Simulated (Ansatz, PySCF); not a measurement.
C2H6ClGe, SMILES [CH3][Ge]([CH3])[Cl], multiplicity 2. Atoms are numbered in the order given.

```xyz
10

C     -1.4657    -1.3694    -0.2472
Ge     0.0311    -0.2375     0.3879
C      1.7682    -0.9437    -0.2511
Cl    -0.2270     1.7140    -0.6170
H     -2.4308    -0.9228     0.0286
H     -1.3868    -2.3752     0.1925
H     -1.4005    -1.4414    -1.3449
H      1.7198    -1.0345    -1.3484
H      2.5848    -0.2603     0.0189
H      1.9555    -1.9336     0.1917
```
Charge 0, spin multiplicity 2.

The structure is a stationary point at B3LYP-D3(BJ)/def2-SVP. The isomer is the one that the SMILES or the coordinates give; other isomers of the formula were not compared.

Two levels are set side by side: PBE-D3(BJ)/def2-SVP (Ansatz, a first-principles code) and B3LYP-D3(BJ)/def2-SVP (Ansatz). Each level has its own optimised geometry; the coordinates shown are those of the second. Frequencies come from the Hessian of PySCF at each geometry. Differences are taken from unrounded values.

```
quantity                            B3LYP-D3(BJ)  PBE-D3(BJ)  PBE-D3(BJ) minus B3LYP-D3(BJ)
----------------------------------  ------------  ----------  -----------------------------
mean bond length (Å)                       1.419       1.425                          0.006
bond C1–Ge2 (Å)                            1.981       1.984                          0.002
bond Ge2–C3 (Å)                            1.981       1.984                          0.002
bond Ge2–Cl4 (Å)                           2.210       2.211                          0.001
bond C1–H5 (Å)                             1.099       1.106                          0.007
bond C1–H6 (Å)                             1.101       1.108                          0.007
bond C1–H7 (Å)                             1.102       1.109                          0.007
bond C3–H8 (Å)                             1.102       1.109                          0.007
bond C3–H9 (Å)                             1.099       1.106                          0.007
bond C3–H10 (Å)                            1.100       1.108                          0.007
highest harmonic wavenumber (cm⁻¹)          3158        3109                            -49
mean harmonic wavenumber (cm⁻¹)             1336        1303                            -33
zero-point energy (kcal/mol)               45.85       44.72                          -1.13
```

GGA bonds tend to be longer and softer than those of functionals with exact exchange. Differences between two approximate levels are no errors against the true value.
